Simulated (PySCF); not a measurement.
Isomers of C6H9F3O2.

All values: PBE0/pcSseg-1 (PySCF) at GFN2-xTB geometries, gas phase, one conformer each.

Problem. Rank by the highest Hirshfeld charge on any atom, highest value first.
A. `[CH3:1][O:2]/[C:3]([CH3:4])=[CH:5]/[CH2:6][O:7][C:8]([F:9])([F:10])[F:11]` with C1–O2–C3–C4 -177°, C3–C5–C6–O7 72°, C5–C6–O7–C8 66°
B. `[CH3:1][O:2][C:3](=[O:4])[C@H:5]([CH3:6])[CH2:7][C:8]([F:9])([F:10])[F:11]` with C1–O2–C3–O4 1°, O2–C3–C5–C6 -105°, C3–C5–C7–C8 -74°
C. `[CH3:1][CH2:2][C@H:3]([O:4][CH3:5])[C:6]([F:7])([F:8])[C:9](=[O:10])[F:11]` with C1–C2–C3–O4 -67°, C2–C3–O4–C5 158°, C2–C3–C6–F7 -46°, C3–C6–C9–O10 -83°

Solution. A (+0.306 e), B (+0.261 e), C (+0.227 e).

Problem. Rank by the lowest Hirshfeld charge on any atom, highest value first.
A. `[CH3:1][O:2][C:3](=[O:4])[C@H:5]([CH3:6])[CH2:7][C:8]([F:9])([F:10])[F:11]` with C1–O2–C3–O4 1°, O2–C3–C5–C6 -105°, C3–C5–C7–C8 -74°
B. `[CH3:1][CH2:2][C@H:3]([O:4][CH3:5])[C:6]([F:7])([F:8])[C:9](=[O:10])[F:11]` with C1–C2–C3–O4 -67°, C2–C3–O4–C5 158°, C2–C3–C6–F7 -46°, C3–C6–C9–O10 -83°
C. `[CH3:1][O:2]/[C:3]([CH3:4])=[CH:5]/[CH2:6][O:7][C:8]([F:9])([F:10])[F:11]` with C1–O2–C3–C4 -177°, C3–C5–C6–O7 72°, C5–C6–O7–C8 66°

Solution. C (-0.139 e), B (-0.194 e), A (-0.254 e).

All values together:

| SMILES | μ (D) | HOMO (eV) | LUMO (eV) | lowest IAO charge (e) | highest IAO charge (e) | lowest Hirshfeld charge (e) | highest Hirshfeld charge (e) |
| --- | --- | --- | --- | --- | --- | --- | --- |
| CO/C(C)=C/COC(F)(F)F | 3.15 | -6.82 | 0.17 | -0.445 (C) | +0.945 (C) | -0.139 (O) | +0.306 (C) |
| CC[C@H](OC)C(F)(F)C(=O)F | 2.96 | -8.20 | -1.22 | -0.418 (C) | +0.596 (C) | -0.194 (O) | +0.227 (C) |
| CO[C@@H]1C[C@]1(C)OC(F)(F)F | 3.23 | -7.47 | 1.15 | -0.433 (C) | +0.950 (C) | -0.136 (O) | +0.313 (C) |
| COC(=O)[C@H](C)CC(F)(F)F | 2.63 | -8.18 | 0.21 | -0.473 (O) | +0.809 (C) | -0.254 (O) | +0.261 (C) |
| CCOC1(OC(F)(F)F)CC1 | 3.14 | -8.11 | 1.42 | -0.423 (C) | +0.949 (C) | -0.138 (O) | +0.307 (C) |

Conformers: `[CH3:1][O:2]/[C:3]([CH3:4])=[CH:5]/[CH2:6][O:7][C:8]([F:9])([F:10])[F:11]` with C1–O2–C3–C4 -177°, C3–C5–C6–O7 72°, C5–C6–O7–C8 66°; `[CH3:1][CH2:2][C@H:3]([O:4][CH3:5])[C:6]([F:7])([F:8])[C:9](=[O:10])[F:11]` with C1–C2–C3–O4 -67°, C2–C3–O4–C5 158°, C2–C3–C6–F7 -46°, C3–C6–C9–O10 -83°; `[CH3:1][O:2][C@@H:3]1[CH2:4][C@:5]1([CH3:6])[O:7][C:8]([F:9])([F:10])[F:11]` with C1–O2–C3–C4 151°, C4–C5–O7–C8 66°; `[CH3:1][O:2][C:3](=[O:4])[C@H:5]([CH3:6])[CH2:7][C:8]([F:9])([F:10])[F:11]` with C1–O2–C3–O4 1°, O2–C3–C5–C6 -105°, C3–C5–C7–C8 -74°; `[CH3:1][CH2:2][O:3][C:4]1([O:5][C:6]([F:7])([F:8])[F:9])[CH2:10][CH2:11]1` with C1–C2–O3–C4 177°, C2–O3–C4–O5 69°, O3–C4–O5–C6 61°.
